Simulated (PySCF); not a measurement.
Ionisation energy of B⁺ by level of theory

B⁺ [He] 2s2 (1S) → B²⁺ [He] 2s1 (2S), as a difference of total energies. All numbers are calculated (PySCF 2.14, the spin-free X2C one-electron Hamiltonian (Gaussian nucleus), in aug-cc-pCVTZ-DK with one added diffuse shell each of s, p, d, f type (8s7p5d3f, 75 functions)). Correlated levels: valence: 1s2 frozen. The calculations carry no spin-orbit coupling.

```json
{"method": "UHF", "ionisation energy (eV)": "23.449"}
{"method": "MP2 (valence)", "ionisation energy (eV)": "24.450"}
{"method": "SCS-MP2 (valence)", "ionisation energy (eV)": "24.650"}
{"method": "CCSD (valence)", "ionisation energy (eV)": "25.090"}
```

Problem. How much does correlation contribute at MP2 (valence)?

Solution. 24.450 − (23.449) = 1.001 eV, measured against UHF.

Errors of the correlated levels include the incompleteness of this basis and the frozen core.

With two correlated electrons CCSD is exact in that space.

For comparison: 25.155 eV (measured; NIST Atomic Spectra Database, ionization energies).
